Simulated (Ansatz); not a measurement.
Calculated with Ansatz (gas phase, PBE0-D4/def2-TZVP geometries, no zero-point term in ΔE). CCSD(T)/CBS is the MP2 limit (def2-TZVPP, def2-QZVPP) plus CCSD(T) − MP2 in def2-TZVPP, frozen cores. DFT in def2-TZVPP. B3LYP here is the variant with VWN-RPA as its local correlation; programs differ in this. Each species was taken in one conformer, which may not be the lowest.

Reaction (redistribution): `C=N[SiH2]F` + `C[SiH](N)CS` → `C=N[SiH2]N` + `C[SiH](F)CS`

Question: Is it downhill or uphill in electronic energy at CCSD(T)/CBS, and by how much? (Estimate.)

Answer: The calculation gave: Nearly level: ΔE = 0.0 kJ/mol.

Question: What do these levels give: B3LYP-D4, ωB97X-V, ωB97M-V, PBE, B3LYP, HF/def2-TZVPP, MP2/def2-TZVPP, SCS-MP2/def2-TZVPP, CCSD(T)/def2-TZVPP, HF/def2-QZVPP, MP2/def2-QZVPP, SCS-MP2/def2-QZVPP? (An estimate is asked.)

Answer: Ansatz gave: B3LYP-D4 1.4, ωB97X-V -0.3, ωB97M-V -0.3, PBE -0.4, B3LYP -1.9, HF/def2-TZVPP -4.3, MP2/def2-TZVPP 1.1, SCS-MP2/def2-TZVPP 0.0, CCSD(T)/def2-TZVPP 0.0, HF/def2-QZVPP -4.4, MP2/def2-QZVPP 1.1, SCS-MP2/def2-QZVPP -0.1 kJ/mol.

Largest T1 diagnostic among the species: 0.013.

The D4 term adds +3.3 kJ/mol with B3LYP and +1.9 kJ/mol with PBE0; it sums over pairs of atoms, weighted by their polarisabilities, and B3LYP, whose exchange is more repulsive, gets the larger term. In def2-TZVPP, CCSD(T) changes the Hartree–Fock value by +4.3 kJ/mol (the triples alone add +0.7 kJ/mol) and MP2 by +5.4 kJ/mol.
